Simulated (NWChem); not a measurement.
Program: NWChem. System: H3OSi, charge 0, spin multiplicity 2, displaced from the optimised geometry. The structure started from a generated list of species. Its SCF solution wasn't tested for a lower state. Level: UPBE/def2-TZVP.

The NWChem input:

```
start mol
memory heap 200 mb stack 900 mb global 1100 mb
geometry units angstroms nocenter noautoz
  O     -0.055722     1.221880     0.000000
  Si     0.008457    -0.483415     0.000000
  H      0.831312    -0.891711     1.244083
  H      0.831312    -0.891711    -1.244083
  H     -1.335241    -1.223814     0.000000
  symmetry group Cs
end
basis spherical
  * library def2-tzvp
end
dft
  xc xpbe96 cpbe96
  odft
  mult 2
  semidirect memsize 60000000 filesize 0
  iterations 100
  grid medium
end
task dft gradient
```

Output (cleaned and shortened):

```
             Northwest Computational Chemistry Package (NWChem) 7.3.0
             --------------------------------------------------------

                                NWChem Input Module
                                -------------------

 Scaling coordinates for geometry "geometry" by  1.889725989
 (inverse scale =  0.529177249)

 Turning off AUTOSYM since
 SYMMETRY directive was detected!

                             Geometry "geometry" -> ""
                             -------------------------

 Output coordinates in angstroms (scale by  1.889725989 to convert to a.u.)

  No.       Tag          Charge          X              Y              Z
 ---- ---------------- ---------- -------------- -------------- --------------
    1 O                    8.0000    -0.05572200     1.22188000     0.00000000
    2 Si                  14.0000     0.00845700    -0.48341500     0.00000000
    3 H                    1.0000     0.83131200    -0.89171100     1.24408300
    4 H                    1.0000     0.83131200    -0.89171100    -1.24408300
    5 H                    1.0000    -1.33524100    -1.22381400     0.00000000

 Effective nuclear repulsion energy (a.u.)      54.5535601071

            Nuclear Dipole moment (a.u.)
            ----------------------------
        X                 Y               Z
 ---------------- ---------------- ----------------
     0.0000094486    -0.0000113384     0.0000000000

      Symmetry information
      --------------------

 Group name             Cs
 Group number              2
 Group order               2
 No. of unique centers     4

      Symmetry unique atoms

     1    2    3    5


 Summary of "ao basis" -> "" (spherical)
 ------------------------------------------------------------------------------
       Tag                 Description            Shells   Functions and Types
 ---------------- ------------------------------  ------  ---------------------
 *                         def2-tzvp                  on all atoms

  pbe96 is a nonlocal functional; adding pw91lda local functional.

                                 NWChem DFT Module
                                 -----------------

 Summary of "ao basis" -> "ao basis" (spherical)
 ------------------------------------------------------------------------------
       Tag                 Description            Shells   Functions and Types
 ---------------- ------------------------------  ------  ---------------------
 O                         def2-tzvp                11       31   5s3p2d1f
 Si                        def2-tzvp                13       37   5s5p2d1f
 H                         def2-tzvp                 4        6   3s1p

 Summary of "ao basis" -> "ao basis" (spherical)
 ------------------------------------------------------------------------------
       Tag                 Description            Shells   Functions and Types
 ---------------- ------------------------------  ------  ---------------------
 O                         def2-tzvp                11       31   5s3p2d1f
 Si                        def2-tzvp                13       37   5s5p2d1f
 H                         def2-tzvp                 4        6   3s1p

      Symmetry analysis of basis
      --------------------------

        a'         57
        a"         29

            General Information
            -------------------
          SCF calculation type: DFT
          Wavefunction type:  spin polarized.
          No. of atoms     :     5
          No. of electrons :    25
           Alpha electrons :    13
            Beta electrons :    12
          Charge           :     0
          Spin multiplicity:     2
          Use of symmetry is: on ; symmetry adaption is: on
          Maximum number of iterations: 100
          AO basis - number of functions:    86
                     number of shells:    36
          Convergence on energy requested:  1.00D-06
          Convergence on density requested:  1.00D-05
          Convergence on gradient requested:  5.00D-04

              XC Information
              --------------
          PerdewBurkeErnzerhof Exchange Functional  1.000
            Perdew 1991 LDA Correlation Functional  1.000 local
           PerdewBurkeErnz. Correlation Functional  1.000 non-local

             Grid Information
             ----------------
          Grid used for XC integration:  medium
          Radial quadrature: Mura-Knowles
          Angular quadrature: Lebedev.
          Tag              B.-S. Rad. Rad. Pts. Rad. Cut. Ang. Pts.
          ---              ---------- --------- --------- ---------
          O                   0.60       49           9.0       434
          Si                  1.10       88           8.0       590
          H                   0.35       45           8.0       434
          Grid pruning is: on
          Number of quadrature shells:   227
          Spatial weights used:  Erf1

          Convergence Information
          -----------------------
          Convergence aids based upon iterative change in
          total energy or number of iterations.
          Levelshifting, if invoked, occurs when the
          HOMO/LUMO gap drops below (HL_TOL):  1.00D-02
          DIIS, if invoked, will attempt to extrapolate
          using up to (NFOCK): 10 stored Fock matrices.

                    Damping( 0%)  Levelshifting(0.5)       DIIS
                  --------------- ------------------- ---------------
          dE  on:    start            ASAP                start
          dE off:    2 iters        100 iters           100 iters

      Screening Tolerance Information
[...]
  ----- ------------  ---------------      ----- ------------  ---------------
     7      0.401385  1 O  py                10      0.323978  1 O  py
    13      0.210653  1 O  py                47     -0.206141  2 Si py
     5      0.120887  1 O  s                 44     -0.115882  2 Si py
    38      0.104366  2 Si py                 4      0.098788  1 O  s
     3      0.087036  1 O  s                 70      0.086221  3 H  s

 Vector   12  Occ=1.000000D+00  E=-2.579575D-01  Symmetry=a'
              MO Center= -1.4D-01,  6.6D-01, -6.7D-14, r^2= 2.0D+00
   Bfn.  Coefficient  Atom+Function         Bfn.  Coefficient  Atom+Function
  ----- ------------  ---------------      ----- ------------  ---------------
     6      0.425665  1 O  px                 9      0.348672  1 O  px
    12      0.254526  1 O  px                83      0.164158  5 H  s
    82      0.137881  5 H  s                 81      0.088642  5 H  s
    71     -0.086646  3 H  s                 77     -0.086646  4 H  s
    52      0.077934  2 Si d -2              70     -0.077338  3 H  s

 Vector   13  Occ=0.000000D+00  E=-2.345135D-01  Symmetry=a"
              MO Center=  8.3D-02,  7.8D-01,  6.6D-14, r^2= 1.8D+00
   Bfn.  Coefficient  Atom+Function         Bfn.  Coefficient  Atom+Function
  ----- ------------  ---------------      ----- ------------  ---------------
     8      0.424245  1 O  pz                11      0.352093  1 O  pz
    14      0.271644  1 O  pz                71     -0.149159  3 H  s
    77      0.149159  4 H  s                 70     -0.116723  3 H  s
    76      0.116723  4 H  s                 58      0.081659  2 Si d -1
    53      0.073543  2 Si d -1              69     -0.072747  3 H  s

 Vector   14  Occ=0.000000D+00  E=-3.382792D-02  Symmetry=a'
              MO Center= -7.0D-02, -6.1D-01,  5.1D-14, r^2= 3.9D+00
   Bfn.  Coefficient  Atom+Function         Bfn.  Coefficient  Atom+Function
  ----- ------------  ---------------      ----- ------------  ---------------
    50      0.907495  2 Si py                 5     -0.462016  1 O  s
    71      0.298699  3 H  s                 77      0.298699  4 H  s
    47      0.283901  2 Si py                49     -0.267550  2 Si px
     7      0.149584  1 O  py                13      0.149783  1 O  py
    61      0.121619  2 Si d  2              10      0.120807  1 O  py

 Vector   15  Occ=0.000000D+00  E= 1.379164D-02  Symmetry=a"
              MO Center= -3.4D-01, -5.6D-01,  3.9D-13, r^2= 3.8D+00
   Bfn.  Coefficient  Atom+Function         Bfn.  Coefficient  Atom+Function
  ----- ------------  ---------------      ----- ------------  ---------------
    51      1.277126  2 Si pz                71     -0.968230  3 H  s
    77      0.968230  4 H  s                 48      0.348033  2 Si pz
    14     -0.226455  1 O  pz                60      0.199779  2 Si d  1
     8     -0.133330  1 O  pz                55      0.133938  2 Si d  1
    45      0.100511  2 Si pz                39     -0.098992  2 Si pz

   alpha - beta orbital overlaps
   -----------------------------

   alpha      1      2      3      4      5      6      7      8      9     10
    beta      1      2      3      4      5      6      7      8     10     11
 overlap   1.000  1.000  1.000  1.000  1.000  1.000  0.999  0.999  0.853  0.999

   alpha     11     12     13     14     15     16     17     18     19     20
    beta      9     13     12     14     15     16     17     18     19     20
 overlap   0.996  0.852  0.996  1.000  0.997  0.991  0.991  1.000  1.000  0.996

   alpha     21     22     23     24     25     26     27     28     29     30
    beta     21     22     23     24     25     26     27     28     29     31
 overlap   0.997  0.996  0.998  1.000  0.999  0.999  0.999  0.949  0.998  0.948

   alpha     31     32     33     34     35     36     37     38     39     40
    beta     30     32     33     34     35     36     37     38     39     40
 overlap   0.998  0.999  0.999  1.000  0.999  0.999  0.999  0.997  0.996  0.999

   alpha     41     42     43     44     45     46     47     48     49     50
    beta     41     42     43     44     45     46     47     49     48     50
 overlap   0.999  1.000  1.000  0.999  1.000  0.999  1.000  1.000  0.945  0.942

   alpha     51     52     53     54     55     56     57     58     59     60
    beta     51     52     53     54     55     56     57     58     59     60
 overlap   0.999  0.981  0.981  0.999  0.964  0.934  0.968  0.978  0.978  0.997

   alpha     61     62     63     64     65     66     67     68     69     70
    beta     61     62     63     65     64     66     67     68     69     70
 overlap   0.997  0.998  1.000  0.974  1.000  0.975  0.999  0.999  0.999  0.920

   alpha     71     72     73     74     75     76     77     78     79     80
    beta     71     74     73     76     72     75     77     78     80     79
 overlap   0.951  0.874  0.998  0.920  0.872  0.952  0.999  0.999  0.969  0.999

   alpha     81     82     83     84     85     86
    beta     81     83     82     84     85     86
 overlap   0.971  1.000  1.000  0.996  1.000  1.000

     --------------------------
     Expectation value of S2:
     --------------------------
      <S2> =      0.7536 (Exact =     0.7500)

 center of mass
 --------------
 x =  -0.01305741 y =   0.12017545 z =   0.00000000

 moments of inertia (a.u.)
 ------------------
         130.201049844368           3.678399485073           0.000000000000
           3.678399485073          22.708118719515           0.000000000000
           0.000000000000           0.000000000000         130.627818529410

     Multipole analysis of the density
     ---------------------------------

     L   x y z        total         alpha         beta         nuclear
     -   - - -        -----         -----         ----         -------
     0   0 0 0     -0.000000    -13.000000    -12.000000     25.000000

     1   1 0 0      0.049351     -0.066935      0.116277      0.000009
     1   0 1 0     -0.731784     -1.171414      0.439641     -0.000011
     1   0 0 1     -0.000000     -0.000000      0.000000      0.000000

     2   2 0 0    -15.429607    -13.764586    -13.059819     11.394797
     2   1 1 0     -0.180324      1.099937      0.328195     -1.608456
     2   1 0 1     -0.000000     -0.000000     -0.000000      0.000000
     2   0 2 0    -16.720981    -43.751873    -38.332457     65.363349
     2   0 1 1     -0.000000      0.000000     -0.000000      0.000000
     2   0 0 2    -14.443761    -13.774306    -11.723630     11.054176

            General Information
            -------------------
          SCF calculation type: DFT
          Wavefunction type:  spin polarized.
          No. of atoms     :     5
          No. of electrons :    25
           Alpha electrons :    13
            Beta electrons :    12
          Charge           :     0
          Spin multiplicity:     2
          Use of symmetry is: on ; symmetry adaption is: on
          Maximum number of iterations: 100
          AO basis - number of functions:    86
                     number of shells:    36
          Convergence on energy requested:  1.00D-06
          Convergence on density requested:  1.00D-05
          Convergence on gradient requested:  5.00D-04

              XC Information
              --------------
          PerdewBurkeErnzerhof Exchange Functional  1.000
            Perdew 1991 LDA Correlation Functional  1.000 local
           PerdewBurkeErnz. Correlation Functional  1.000 non-local

             Grid Information
             ----------------
          Grid used for XC integration:  medium
          Radial quadrature: Mura-Knowles
          Angular quadrature: Lebedev.
          Tag              B.-S. Rad. Rad. Pts. Rad. Cut. Ang. Pts.
          ---              ---------- --------- --------- ---------
          O                   0.60       49           9.0       434
          Si                  1.10       88           8.0       590
          H                   0.35       45           8.0       434
          Grid pruning is: on
          Number of quadrature shells:   227
          Spatial weights used:  Erf1

          Convergence Information
          -----------------------
          Convergence aids based upon iterative change in
          total energy or number of iterations.
          Levelshifting, if invoked, occurs when the
          HOMO/LUMO gap drops below (HL_TOL):  1.00D-02
          DIIS, if invoked, will attempt to extrapolate
          using up to (NFOCK): 10 stored Fock matrices.

                    Damping( 0%)  Levelshifting(0.5)       DIIS
                  --------------- ------------------- ---------------
          dE  on:    start            ASAP                start
          dE off:    2 iters        100 iters           100 iters

      Screening Tolerance Information
      -------------------------------
          Density screening/tol_rho:  1.00D-10
          AO Gaussian exp screening on grid/accAOfunc:  14
          CD Gaussian exp screening on grid/accCDfunc:  20
          XC Gaussian exp screening on grid/accXCfunc:  20
          Schwarz screening/accCoul:  1.00D-08

                            NWChem DFT Gradient Module
                            --------------------------

  charge          =   0.00
  wavefunction    = open shell

  Using symmetry

                         DFT ENERGY GRADIENTS

    atom               coordinates                        gradient
                 x          y          z           x          y          z
   1 O      -0.105299   2.309018   0.000000   -0.000577   0.026342   0.000000
   2 Si      0.015981  -0.913522   0.000000   -0.002378  -0.011286   0.000000
   3 H       1.570952  -1.685089   2.350976    0.006612  -0.003998   0.009291
   4 H       1.570952  -1.685089  -2.350976    0.006612  -0.003998  -0.009291
   5 H      -2.523240  -2.312673   0.000000   -0.010269  -0.007061   0.000000

                 ----------------------------------------
                 |  Time  |  1-e(secs)   |  2-e(secs)   |
                 ----------------------------------------
                 |  CPU   |       0.01   |       5.88   |
                 ----------------------------------------
                 |  WALL  |       0.01   |       5.88   |
                 ----------------------------------------

 Task  times  cpu:       16.3s     wall:       16.3s

 Total times  cpu:       16.4s     wall:       16.4s
```
